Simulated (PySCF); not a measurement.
Quadrupolar nuclei of `C/N=C/C(F)(F)[SiH2][SiH2][SiH3]` in NMR

Compound: C₃H₁₁F₂NSi₃.
Z-matrix (Å and degrees, GFN2-xTB geometry), rows numbered from 1:
```
C 
N   1  1.4260
C   2  1.2569  1  121.44
C   3  1.4856  2  118.05  1   178.56
F   4  1.3802  3  110.20  2    78.14
F   4  1.3673  3  109.96  2  -167.13
Si  4  1.9468  3  109.91  2   -41.15
Si  7  2.3138  4  103.69  3    57.20
Si  8  2.3203  7  117.21  4    34.79
H   1  1.0906  2  107.87  3  -122.97
H   1  1.0905  2  108.35  3   120.81
H   1  1.0966  2  113.38  3    -1.21
H   3  1.0967  2  124.34  1     1.69
H   7  1.4695  4  101.78  3   -68.87
H   7  1.4671  4  102.32  3  -177.20
H   8  1.4846  7  104.04  4   155.12
H   8  1.4717  7  109.72  4   -97.16
H   9  1.4628  8  113.79  7   -69.07
H   9  1.4636  8  111.46  7    52.76
H   9  1.4685  8  111.27  7   171.10
```

Computed at PBE0/pcSseg-1 (PySCF, non-relativistic):

| atom | environment | nucleus | spin I | Q (b) | CQ = χzz (MHz) | η |
| --- | --- | --- | --- | --- | --- | --- |
| N2 | imine nitrogen | 14N | 1 | 0.02044 | -5.146 | 0.431 |

**Question.** Recover the principal values of the field gradient from CQ = 234.96 MHz × Q × Vzz, η = (Vxx − Vyy)/Vzz and a zero trace.

**Answer.** Vxx = −Vzz(1 − η)/2 and Vyy = −Vzz(1 + η)/2, in au:

| atom | Vxx (au) | Vyy (au) | Vzz (au) | Vzz (10²¹ V/m²) |
| --- | --- | --- | --- | --- |
| N2 | 0.305 | 0.767 | -1.072 | -10.41 |

**Question.** Give the quadrupolar product PQ = |CQ|√(1 + η²/3), the quadrupolar frequency νQ = 3|CQ|/[2I(2I − 1)] and the Larmor frequency ν0 = |g| × 7.62259 MHz/T × B at 9.4 T, with g(14N) = 0.40376.

**Answer.** 
| atom | PQ (MHz) | νQ (MHz) | ν0 (MHz) | νQ/ν0 |
| --- | --- | --- | --- | --- |
| N2 | 5.303 | 7.719 | 28.93 | 0.267 |

For N2: PQ = 5.146 × 1.0305, νQ = 5.146 × 1.5000, ν0 = 3.0777 MHz/T × 9.4 T.

The couplings are those of the rigid, isolated species; surroundings and motion change them. GFN2-xTB bond lengths can be off by several hundredths of an ångström, more for odd bonds, and the gradients follow them. A larger basis could move these couplings by a tenth or more.

One conformer stands for the species.
